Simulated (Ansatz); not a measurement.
C2H6O2Si2, SMILES `O[SiH](O)C#C[SiH3]`, 12 atoms. Total charge 0; spin multiplicity 1. Hardware: A = 2 threads of an AMD EPYC 7R13 on a shared host and a share of an NVIDIA H100 80 GB; B = 2 threads of an AMD EPYC 7R13 on a shared host. Correlated methods freeze the cores. Open-shell runs search over several starts.

(1) How many basis functions does each run have, and how long does it take in Ansatz? UKS ωB97M-V/def2-TZVPP energy of the cation [A]; direct RPA on PBE orbitals/def2-TZVPP energy [A]; RHF-CCSD(T)/def2-TZVPP energy [A]; UKS PBE-D4/def2-TZVPP energy of the cation [A]; RKS PBE0-D4/def2-QZVPP energy [A]; UKS ωB97X-V/def2-TZVPP energy of the cation [A]; UHF-CCSD(T)/def2-TZVPP energy of the cation [A]; RHF-MP2/cc-pV(Q+d)Z energy [A]; RHF-CCSD(T)/cc-pV(T+d)Z energy [A]; RKS ωB97M-V/def2-SVP energy [B]; RKS PBE0-D4/def2-TZVP frequencies [A]; RKS SPW92 (LDA)/def2-TZVPP energy [A]. (An estimate is asked.)

Results:

(1) Ansatz gave: Other jobs shared the machine, so times are rough.

```tsv
level	job	functions	wall time	peak host memory (GiB)
RKS SPW92 (LDA)/def2-TZVPP	energy [A]	292	2.5 s	0.84
RKS PBE0-D4/def2-QZVPP	energy [A]	548	3.8 s	1.1
direct RPA on PBE orbitals/def2-TZVPP	energy [A]	292	6 s	1.3
RKS ωB97M-V/def2-SVP	energy [B]	122	6 s	0.56
RHF-MP2/cc-pV(Q+d)Z	energy [A]	528	6 s	1.1
RHF-CCSD(T)/def2-TZVPP	energy [A]	292	7.5 s	0.86
RHF-CCSD(T)/cc-pV(T+d)Z	energy [A]	282	8.5 s	0.86
UKS PBE-D4/def2-TZVPP	energy of the cation [A]	292	9.6 s	0.92
UKS ωB97X-V/def2-TZVPP	energy of the cation [A]	292	19 s	1.1
UKS ωB97M-V/def2-TZVPP	energy of the cation [A]	292	20 s	1.1
UHF-CCSD(T)/def2-TZVPP	energy of the cation [A]	292	53 s	0.88
RKS PBE0-D4/def2-TZVP	frequencies [A]	234	89 s	0.9
```
